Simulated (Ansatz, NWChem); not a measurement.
**CBr2Cl2 (dibromodichloromethane): from total energies to a heat of formation**

CBr2Cl2 has 5 atoms, charge 0, and is taken as a singlet. SMILES: `ClC(Cl)(Br)Br`. The shape is that of a PBE0-D4/def2-TZVP optimisation.

Total energies at M06-2X/6-31G* (spherical functions) (NWChem 7.3.0); the atoms run unrestricted:

| species | state | energy (Eh) |
| --- | --- | --- |
| CBr2Cl2 | singlet | -6106.123159 |
| Cl | doublet | -460.096002 |
| C | triplet | -37.827566 |
| Br | doublet | -2573.833430 |

Harmonic wavenumbers at PBE0-D4/def2-TZVP, in cm⁻¹: 154, 174, 233, 245, 265, 391, 696, 750, 786.

Measured heats of formation of the gaseous atoms at 298.15 K, in kJ/mol: Cl 121.3, C 716.9, Br 111.9. Spin-orbit lowering of the atoms at 298 K (mean of the ground term's levels less their thermal mean, from spectra), in kJ/mol: Cl 3.44, C 0.02, Br 14.69. Take 1 Eh = 2625.50 kJ/mol, 1 cm⁻¹ = 0.0119627 kJ/mol, RT = 2.479 kJ/mol.

Work out the heat of formation of the gas at 298 K.


1. Electronic atomisation energy: 2 × (-460.096002) + (-37.827566) + 2 × (-2573.833430) − (-6106.123159) = 0.436729 Eh = 1146.6 kJ/mol.
2. Zero-point energy: half the sum of the wavenumbers, 1847 cm⁻¹ = 22.1 kJ/mol.
3. Thermal vibrational enthalpy, Σ hcν̃/(exp(hcν̃/kT) − 1): 8.7 kJ/mol. Translation, rotation and pV of a non-linear molecule: 4 RT = 9.9 kJ/mol.
4. The 5 free atoms carry 5/2 RT each: 31.0 kJ/mol.
5. Spin-orbit coupling lowers the free atoms by 2 × 3.44 + 0.02 + 2 × 14.69 = 36.3 kJ/mol.
6. Atomisation enthalpy at 298 K: 1146.6 − 36.3 − 22.1 − 8.7 − 9.9 + 31.0 = 1100.6 kJ/mol.
7. Sum of the atoms' heats of formation: 1183.3 kJ/mol. Heat of formation: 1183.3 − 1100.6 = +82.7 kJ/mol.

The tabulated value is +3.4 kJ/mol (Active Thermochemical Tables), so this level is off by +79.3 kJ/mol, or 6.7 % of the atomisation enthalpy. Relativity is left out. Anharmonicity and any spin-orbit splitting of the molecule are left out.
